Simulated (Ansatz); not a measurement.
Species: H2BO, charge 0, doublet. H2BO (SMILES [BH]O, doublet).
B3LYP-D3(BJ)/def2-TZVP minimum from Ansatz (an electronic-structure program):
```
B
O 1 1.3311
H 2 0.9692 1 117.14
H 1 1.2013 2 125.48 3 0.00
```
Charge 0, spin multiplicity 2.

Total energies in cc-pVDZ, 11 correlated electrons, 2 frozen orbitals. Radicals and triplets start from unrestricted determinants; spin-orbit coupling is neglected. Correlated methods leave the cores frozen. No relativity.

| method | program | energy (Eh) | minus CCSDTQ (mEh) |
|---|---|---|---|
| HF | Ansatz | -100.69218 | 278.33 |
| MP2 | Ansatz | -100.94595 | 24.56 |
| CCSD | Ansatz | -100.96310 | 7.41 |
| CCSD(T) | Ansatz | -100.96941 | 1.10 |
| CCSDT(Q) | Ansatz | -100.97058 | -0.07 |
| CCSDTQ | Ansatz | -100.97051 | 0.00 |

Rough core times of Ansatz's runs on a shared machine: CCSD(T) under 20 s, CCSDT(Q) 40 s, CCSDTQ 40 min.
